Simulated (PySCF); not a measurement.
Two species compared at the same levels of theory.

First species: C₇H₁₁BO₂.
Geometry (PBE0-D3(BJ)/def2-SVP, Å), atoms numbered from 1 in this order:
```
atom  x, y, z in Å
C1    -0.5346   -3.7360    0.3379
C2    -0.2959   -2.5502    0.4095
C3    -0.0241   -1.1148    0.4717
C4    -1.3554   -0.3306    0.4624
C5    -1.1783    1.1402    0.6571
C6    -1.4698    2.0739   -0.2509
C7     0.9133   -0.6674   -0.6593
B8     1.5426    0.7667   -0.4829
O9     1.7398    1.5321   -1.5966
O10    1.9548    1.1348    0.7697
H11   -0.7409   -4.7882    0.2798
H12    0.4811   -0.9155    1.4344
H13   -1.8739   -0.5277   -0.4900
H14   -1.9961   -0.7325    1.2655
H15   -0.7623    1.4505    1.6235
H16   -1.3205    3.1381   -0.0479
H17   -1.8711    1.8073   -1.2338
H18    1.7626   -1.3717   -0.7144
H19    0.3982   -0.7432   -1.6303
H20    2.1613    2.3818   -1.4374
H21    2.3595    2.0049    0.8299
```

Second species: C₇H₁₁BO₂.
Numbering: `[CH2:1]=[C:2]([CH3:3])/[CH:4]=[CH:5]\[C@H:6]1[CH2:7][O:8][BH:9][O:10]1` (hydrogens: H11, H12 on C1; H13, H14, H15 on C3; H16 on C4; H17 on C5; H18 on C6; H19, H20 on C7; H21 on B9)

Levels: B3LYP/def2-SVPD for HOMO energy, LUMO energy, HOMO–LUMO gap and static isotropic polarisability; TDDFT B3LYP/def2-SVPD for lowest singlet excitation; TDA B3LYP/def2-SVPD for lowest triplet excitation (Tamm–Dancoff); ΔSCF B3LYP/def2-SVPD for vertical ionisation energy. Geometries: PBE0-D3(BJ)/def2-SVP. Each species is one conformer at its optimised geometry, gas phase, non-relativistic unless stated. Electronic properties by PySCF.

Dipoles, sizes and rotational constants follow the conformer. The torsions of the flexible species, by atom-mapped SMILES:
- `[CH2:1]=[C:2]([CH3:3])/[CH:4]=[CH:5]\[C@H:6]1[CH2:7][O:8][BH:9][O:10]1`: C1–C2–C4–C5 179°, C4–C5–C6–C7 98°

The conformers of `C#C[C@H](CC=C)CB(O)O` aren't listed.

```json
{"property": "HOMO energy", "column X": "-7.09 eV", "column Y": "-6.63 eV"}
{"property": "LUMO energy", "column X": "-0.66 eV", "column Y": "-1.32 eV"}
{"property": "HOMO–LUMO gap", "column X": "6.43 eV", "column Y": "5.31 eV"}
{"property": "lowest singlet excitation", "column X": "5.81 eV", "column Y": "5.38 eV"}
{"property": "lowest triplet excitation (Tamm–Dancoff)", "column X": "4.38 eV", "column Y": "3.13 eV"}
{"property": "static isotropic polarisability", "column X": "105.5 au", "column Y": "109.7 au"}
{"property": "vertical ionisation energy", "column X": "8.97 eV", "column Y": "8.57 eV"}
```

**Question.** Which column belongs to which species?

**Answer.** Column X is the first species and column Y the second. The first has 21 atoms and 74 electrons, the second 21 and 74.

**Question.** How does each property change from the first species to the second?

**Answer.** HOMO energy +0.46 eV; LUMO energy -0.66 eV; HOMO–LUMO gap -1.12 eV; lowest singlet excitation -0.43 eV; lowest triplet excitation (Tamm–Dancoff) -1.25 eV; static isotropic polarisability +4.2 au; vertical ionisation energy -0.40 eV.

On the first: In wavenumbers S1 is 46900 cm⁻¹ (1 eV = 8065.54 cm⁻¹). The principal polarisabilities are 87.6, 91.6 and 137.2 au; their mean is the isotropic value.

On the second: S1 lies 0.07 eV above the HOMO–LUMO gap; its leading configuration is HOMO→LUMO, weight 0.93. No computed singlet falls in the visible range (750 to 380 nm, 1.65 to 3.26 eV); S1 lies 2.12 eV above its blue end.
